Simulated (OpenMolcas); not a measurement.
## Mn4+: ligand-field states by method

Mn4+ with 6 ligands (ammonia) in octahedral coordination (S6) at 1.95 Å. Ligand basis ANO-RCC-VDZP.

```yaml
Program: OpenMolcas 26.06
Basis: ANO-RCC-VTZP [6s5p3d2f1g]
Scalar_Hamiltonian: DKH2, point nucleus
Active_space: 3 electrons in 5 orbitals (3d)
State_averaging: 2S+1 = 4 even, 10 roots; 2S+1 = 2 even, 40 roots
Spin-orbit_coupling: RASSI with atomic mean-field integrals over the reference wave functions
```

I. CASSCF
II. SS-CASPT2, IPEA 0.25 Eh, imaginary shift 0.1 Eh (closed shells correlated: 3s 3p and the ligand valence shells)

Spin-free states in cm-1, each column counted from its own energy of the first state listed:

| State | Degeneracy | I | II |
| --- | --- | --- | --- |
| 2S+1 = 4 | 1 | 0 | 0 |
| 2S+1 = 2 | 2 | 22398 | 15230 |
| 2S+1 = 2 | 1 | 23233 | 15970 |
| 2S+1 = 2 | 2 | 23282 | 15850 |
| 2S+1 = 4 | 1 | 30545 | 40380 |
| 2S+1 = 4 | 2 | 30601 | 40860 |
| 2S+1 = 2 | 2 | 34148 | 25630 |
| 2S+1 = 2 | 1 | 34245 | 25780 |
| 2S+1 = 4 | 2 | 40595 | 48880 |
| 2S+1 = 4 | 1 | 40628 | 48680 |
| 2S+1 = 2 | 1 | 47661 | 51640 |
| 2S+1 = 2 | 2 | 47718 | 52010 |
| 2S+1 = 2 | 1 | 47724 | 52080 |
| 2S+1 = 2 | 2 | 50519 | 54660 |
| 2S+1 = 2 | 1 | 50560 | 54490 |
| 2S+1 = 2 | 2 | 53714 | 56960 |
| 2S+1 = 2 | 2 | 55330 | 58400 |
| 2S+1 = 2 | 1 | 55341 | 58290 |
| 2S+1 = 2 | 2 | 64295 | 63770 |
| 2S+1 = 2 | 1 | 64347 | 63490 |

From I to II, I's first state of the same spin (2S+1 = 4) moves from 30545 to 40380 cm-1, by about +9800 cm-1.

From I to II, I's first state of another spin (2S+1 = 2) moves from 22398 to 15230 cm-1, by about -7200 cm-1.

χT at 300 K: I 1.85, II 1.86 cm3 K/mol.

Roots that are degenerate in the reference are averaged as groups; the widest CASPT2 spread within a group is 250 cm-1 (the 2-fold group of multiplicity 2 near 57000 cm-1 above the lowest state of its run, II). Shifts and gaps below about the spread of the groups concerned are not significant. Over all roots computed the reference weight is 0.66 to 0.68 in II; a low but even weight reflects the number of correlated electrons. The least metal-like active orbital is 71 % on the metal (Löwdin) and no ligand orbital is active, so the numbers are rough. Ligand-to-metal charge-transfer states are missing. With no ligand orbital active B as a rule stays too high, so bands that hang on it stand too high and its fall with covalency is understated. Without dynamic correlation the repulsion within the d shell is too large (B by tens of per cent), so at a given field states of lower spin stand too high (holds for I). With metal d orbitals alone the field can be off either way by tens of per cent (holds for I). With one d shell and no ligand orbital active, 10Dq can be off by a tenth or more (holds for II). No measured value stands beside these numbers; the geometry is a model, was not optimised and need not be the one that this ion takes.

A state without a sure symmetry label is named by its multiplicity alone.
